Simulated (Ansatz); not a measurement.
Isomers of Ag3Te4⁺ (singlet), relaxed with PBE-D4/def2-SVP; total energies from Ansatz at RPA@PBE/def2-TZVP.

```csv
isomer,description,energy (Eh)
A,point group not assigned; 6 × Ag–Te 2.73 to 2.84 Å; 3 × Te–Te 2.84 to 2.86 Å,-1510.40524
B,point group not assigned; 5 × Ag–Te 2.67 to 2.83 Å; 3 × Te–Te 2.78 to 2.87 Å; 1 × Ag–Ag 3.08 Å,-1510.39135
```

In the def2 sets Ag, Te take a core potential; there is no spin–orbit coupling. Correlated methods freeze 16 core orbitals; core or outer-core shells of Ag, Te are correlated, in sets that lack core-valence functions.

The isomers come from a short search, and lower ones may exist.

Task: Work out the relative energies (1 Eh = 2625.5 kJ/mol) and the Boltzmann populations at 1200 K from electronic energies alone (R = 8.314 J/mol/K).

Result: ΔE: A 0.0, B 36.5 kJ/mol. RT = 9.98 kJ/mol. Factors exp(−ΔE/RT): A 1, B 0.0258; sum 1.026. Populations: A 97.5 %, B 2.5 %. Zero-point energy, vibrational entropy and symmetry numbers are left out and can shift these; an error of 4 kJ/mol changes a ratio by a factor of 1.5. Over the other density-functional and correlated levels in def2 sets, the gap between A and B ranges from 25 to 45 kJ/mol.
